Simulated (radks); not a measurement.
Results of a calculation; reference values are marked as such.
Q: Sm XVIII, 45 electrons, occupied as [Kr] 4d9. Code: a radial shooting solver on a logarithmic mesh with Libxc functionals. Model: scalar-relativistic Kohn-Sham, exchange-only LDA, spin-polarised, spherical densities, point nucleus; open shells are filled with parallel spins first (spin-orbit coupling, left out, can overturn this in heavy ions). Some entries of the table are withheld. Estimate them.

| orbital | occ. | eigenvalue (eV) | <r^2> (bohr^2) | <r> (bohr) |
|---|---|---|---|---|
| 1s up | 1 | -47029.73 | 0.0007057 | 0.02276 |
| 1s down | 1 | -47029.70 | 0.0007057 | 0.02276 |
| 2s up | 1 | -8017.788 | 0.01113 | 0.09708 |
| 2s down | 1 | -8017.158 | 0.01112 | 0.09708 |
| 2p up | 3 | -7197.646 | 0.008925 | 0.08551 |
| 2p down | 3 | -7197.130 | 0.008925 | 0.08551 |
| 3s up | 1 | -2065.844 | 0.07421 | 0.2549 |
| 3s down | 1 | -2065.412 | 0.07419 | 0.2549 |
| 3p up | 3 | -1809.446 | 0.07419 | 0.2531 |
| 3p down | 3 | -1808.987 | 0.07417 | 0.2530 |
| 3d up | 5 | -1462.019 | 0.06248 | 0.2306 |
| 3d down | 5 | -1461.431 | 0.06246 | 0.2306 |
| 4s up | 1 | -703.9710 | 0.3535 | (1) |
| 4s down | 1 | -702.3522 | 0.3536 | (2) |
| 4p up | 3 | -616.1976 | 0.3878 | 0.5854 |
| 4p down | 3 | -614.5975 | 0.3881 | 0.5855 |
| 4d up | 5 | -492.8067 | 0.4315 | 0.6136 |
| 4d down | 4 | -491.2352 | 0.4321 | 0.6139 |

A: 
(1) 4s up <r> (bohr): 0.5606
(2) 4s down <r> (bohr): 0.5606
